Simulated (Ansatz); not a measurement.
An input meant for SiHMe3 (C3H10Si) (charge 0, singlet; atoms displaced at random, 0.15 Å in each coordinate).

```yaml
crystal:
  periodic: [false, false, false]
  atoms:
    - {symbol: C, position_ang: [1.823588, 0.004888, -0.196187]}
    - {symbol: C, position_ang: [-1.142245, 1.695419, -0.271527]}
    - {symbol: C, position_ang: [-0.926771, -1.459809, 0.206192]}
    - {symbol: Si, position_ang: [0.018125, 0.121117, 0.442729]}
    - {symbol: H, position_ang: [-0.255535, 0.135234, 2.256753]}
    - {symbol: H, position_ang: [2.259472, 0.897128, 0.017031]}
    - {symbol: H, position_ang: [1.684721, 0.049280, -1.315898]}
    - {symbol: H, position_ang: [2.447070, -0.922948, 0.122984]}
    - {symbol: H, position_ang: [-1.904154, 1.308072, -0.029588]}
    - {symbol: H, position_ang: [-0.898199, 1.586288, -1.139144]}
    - {symbol: H, position_ang: [-0.362528, 2.479030, 0.177961]}
    - {symbol: H, position_ang: [-1.980883, -1.578659, 0.228665]}
    - {symbol: H, position_ang: [-0.307291, -2.691101, 0.434922]}
    - {symbol: H, position_ang: [-0.705464, -1.306605, -1.281492]}
basis:
  gaussian: {orbitals: def2-SVP, final_grid: {core_spheres: 5, valence_spheres: 4, degree: 11}, nuclear_model: gaussian}
hamiltonian: {xc: {name: PBE}, dispersion: d4}
charge: 1
```

```sh
$ ansatz run in.yaml --threads 2 --pin off --events-out ev --progress --plain --max-ram 4352MiB
```

It prints (some lines left out):

```
Error: YAML parse error: error: line 21 column 1: unknown field `charge`, expected one of crystal, accuracy, basis, kpoints, hamiltonian, magnetization, projection, total_charge, correlation, batch, efield, external_charges, scf, relax, neb, saddle, md, ramp, phonons, dielectric, real_time, elastic, magnetic_configurations, gw, evaluate, workflow, output, checkpoint, execution
19 |   gaussian: {orbitals: def2-SVP, final_grid: {core_spheres: 5, va…
20 | hamiltonian: {xc: {name: PBE}, dispersion: d4}
21 | charge: 1
```

Task: Something in this input is off. What?

Result: The input holds a key that doesn't belong there (the charge goes under total_charge). The program refused the input.
